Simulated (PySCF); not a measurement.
Species: C5H5F2NO2.
Geometry (PBE0-D3(BJ)/def2-SVP, Å), atoms numbered from 1 in this order:
```
atom  x, y, z in Å
C1     2.5252    0.4696   -0.0085
C2     1.0945    0.5473    0.4527
O3     0.6108    1.5221    0.9604
C4     0.2751   -0.7176    0.2236
O5    -1.0644   -0.5657    0.6417
C6    -1.9468   -0.1840   -0.2928
F7    -1.5468    0.9071   -0.9684
F8    -2.1216   -1.1459   -1.2279
C9    -3.2461    0.0859    0.3693
N10   -4.2662    0.2945    0.8663
H11    2.9983   -0.4821    0.2781
H12    3.0898    1.3133    0.4067
H13    2.5539    0.5309   -1.1089
H14    0.3386   -1.0350   -0.8308
H15    0.7027   -1.5305    0.8313
```

All values: B3LYP/def2-SVPD (PySCF, non-relativistic), on one gas-phase PBE0-D3(BJ)/def2-SVP geometry that isn't relaxed in the solvent. The solvent is an IEF-PCM continuum (Bondi radii, 1.10 Å for H, scaled by 1.2), and excitations are vertical TDDFT with non-equilibrium linear response and a frozen core. Specific hydrogen bonds and non-electrostatic terms are outside this model.

Gas-phase singlets (H = HOMO, L = LUMO):

```
state  E (eV)  λ (nm)      f  leading configuration
   S1   4.489     276  0.000                H→L 99%
   S2   6.390     194  0.018              H→L+1 99%
   S3   6.421     193  0.005              H→L+2 97%
   S4   6.723     184  0.011              H→L+3 97%
   S5   7.355     169  0.001              H-1→L 92%
```

**Question.** Give the list for chloroform (ε = 4.711), n² = 2.09.

**Answer.** 
```json
{"state": "S1", "E (eV)": "4.612", "λ (nm)": "269", "f": "0.000", "leading configuration": "H→L 98%", "change by rank (eV)": "+0.123"}
{"state": "S2", "E (eV)": "6.063", "λ (nm)": "204", "f": "0.023", "leading configuration": "H→L+1 100%", "change by rank (eV)": "-0.327"}
{"state": "S3", "E (eV)": "6.170", "λ (nm)": "201", "f": "0.001", "leading configuration": "H→L+2 99%", "change by rank (eV)": "-0.251"}
{"state": "S4", "E (eV)": "6.918", "λ (nm)": "179", "f": "0.021", "leading configuration": "H→L+3 97%", "change by rank (eV)": "+0.195"}
{"state": "S5", "E (eV)": "7.450", "λ (nm)": "166", "f": "0.002", "leading configuration": "H-1→L 96%", "change by rank (eV)": "+0.095"}
```

**Question.** The ground-state energy changes by -0.306 eV from gas to chloroform. By how much does the total energy of gas-phase S1 change?

**Answer.** E(S1) = E(S0) + excitation energy, so it changes by -0.306 + 0.123 = -0.183 eV: it is lowered less than the ground state, which is what a blue shift means. This is the vertical state, with the slow part of the continuum still set for S0.

**Question.** How do the frontier levels move from gas to chloroform?

**Answer.** 
```
orbital  gas (eV)  solvent (eV)  change (eV)                  Löwdin shares, gas              Löwdin shares, solvent
 LUMO+2     -0.62         -0.72        -0.10   N10 33 %, C9 28 %, C6 9 %, O5 6 %   N10 38 %, C9 33 %, C6 9 %, O5 6 %
 LUMO+1     -0.70         -0.85        -0.15  N10 37 %, C9 32 %, C6 11 %, F7 7 %  N10 38 %, C9 33 %, C6 10 %, F7 7 %
   LUMO     -1.44         -1.14        +0.30    C2 38 %, O3 34 %, C4 7 %, C1 7 %    C2 39 %, O3 33 %, C4 7 %, C1 7 %
   HOMO     -7.79         -7.61        +0.18  O3 60 %, C2 11 %, C4 10 %, C1 10 %  O3 59 %, C2 12 %, C4 11 %, C1 10 %
 HOMO-1     -9.95         -9.80        +0.15   O5 49 %, N10 10 %, C9 8 %, O3 8 %    O5 53 %, O3 10 %, F8 6 %, C4 6 %
 HOMO-2    -10.32        -10.24        +0.08           N10 44 %, C9 36 %, O5 7 %  O3 38 %, C2 14 %, C4 10 %, O5 10 %
 HOMO-3    -10.42        -10.50        -0.08   N10 40 %, C9 33 %, O5 8 %, F8 6 %   N10 37 %, C9 30 %, O5 9 %, O3 6 %
```

The HOMO–LUMO gap goes from 6.35 to 6.46 eV. Rows go by rank; for HOMO-3 and HOMO-2 the atom shares or the degeneracy differ between the runs, so the row needn't follow one orbital.
